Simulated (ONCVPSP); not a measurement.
# What the settings do to the ONCV potential of phosphorus (P)

Base potential:

ONCVPSP 4.0.1 input, shortened (lines: element, Z, core and valence counts, functional; n l f; lmax; l rc ep ncon nbas qcut; lloc lpopt rc5 dvloc0; l nproj debl; icmod fcfact rcfact), PBE, scalar-relativistic:

```
  P 15.00    3    2        4      upf
    1    0    2.00
    2    0    2.00
    2    1    6.00
    3    0    2.00
    3    1    3.00
    1
    0    1.50    0.00    4    7    4.40
    1    1.30    0.00    4    8    6.90
    4    1    0.95    0.00
    0    2    1.80
    1    2    2.50
    0    0.00    0.00
```

Cutoffs, loose and tight: the cutoffs (Ha) at which the residual kinetic energy of the hardest occupied pseudo-wave falls to 1 and 0.1 mHa per electron. They do not see the model core or the augmentation charge, which bear on the density cutoff. Test errors are all-electron minus pseudo excitation energies from the reference, over the configurations 3s2 3p2; 3s2 3p1; 3s2 3p0; 3s1 3p0. A dash means not determined; rows that change the core or the reference have their own tests.

A true bound ghost makes a file unfit for plane-wave use even where its test errors are small: the radial tests pick states by their node count and pass the ghost by.

| change | outcome | cutoff, loose | cutoff, tight | bound ghosts | GHOST(+) flags above zero | largest test error (meV) |
| --- | --- | --- | --- | --- | --- | --- |
| base | generated | 19 Ha | 99 Ha | p | s | +168 |
| all radii scaled by about 0.79 (s 1.18, p 1.02 bohr); local potential polynomial inside 0.74 bohr (lpopt 1, dvloc0 0 Ha) | failed: optimize: ERROR ps0norm > uunorm, code will stop | – | – | – | – | – |
| all radii scaled by about 0.85 (s 1.28, p 1.10 bohr); local potential polynomial inside 0.80 bohr (lpopt 1, dvloc0 0 Ha) | generated | 147 Ha | 176 Ha | p | s | +153 |
| all radii scaled by about 0.92 (s 1.38, p 1.20 bohr); local potential polynomial inside 0.88 bohr (lpopt 1, dvloc0 0 Ha) | generated | 62 Ha | 138 Ha | p | s | +162 |
| all radii scaled by about 1.04 (s 1.56, p 1.36 bohr); local potential polynomial inside 0.98 bohr (lpopt 1, dvloc0 0 Ha) | generated | 10 Ha | 42 Ha | none | s | +174 |
| all radii scaled by about 1.09 (s 1.64, p 1.42 bohr); local potential polynomial inside 1.04 bohr (lpopt 1, dvloc0 0 Ha) | generated | 9.9 Ha | 35 Ha | none | s | +177 |
| all radii scaled by about 1.32 (s 1.98, p 1.72 bohr); local potential polynomial inside 1.26 bohr (lpopt 1, dvloc0 0 Ha) | generated | 8.2 Ha | 16 Ha | none | s | +177 |

**Question.** What comes out with this change to the base: all radii scaled by about 1.25 (s 1.88, p 1.62 bohr); local potential polynomial inside 1.18 bohr (lpopt 1, dvloc0 0 Ha)?

**Answer.** outcome: generated; cutoff, loose: 8.8 Ha; cutoff, tight: 25 Ha; bound ghosts: none; GHOST(+) flags above zero: none; largest test error (meV): +180.

**Question.** What comes out with this change to the base: all radii scaled by about 1.20 (s 1.80, p 1.56 bohr); local potential polynomial inside 1.14 bohr (lpopt 1, dvloc0 0 Ha)?

**Answer.** outcome: generated; cutoff, loose: 9.2 Ha; cutoff, tight: 29 Ha; bound ghosts: none; GHOST(+) flags above zero: s; largest test error (meV): +181.

Reading the sweep of the scale of all radii (base = 1) (base included, trends over the rows without a ghost): The loose cutoff stays near 9.2 Ha. The median size of the test errors (rows with all tests solved) rises from 10.0 meV at 1.04 to 26.9 meV at 1.32. More of the atom is replaced by a form fitted at one configuration, so other configurations suffer as the radius grows. Bound ghosts are found at 0.85, 0.92, 1. The generation fails at 0.79.
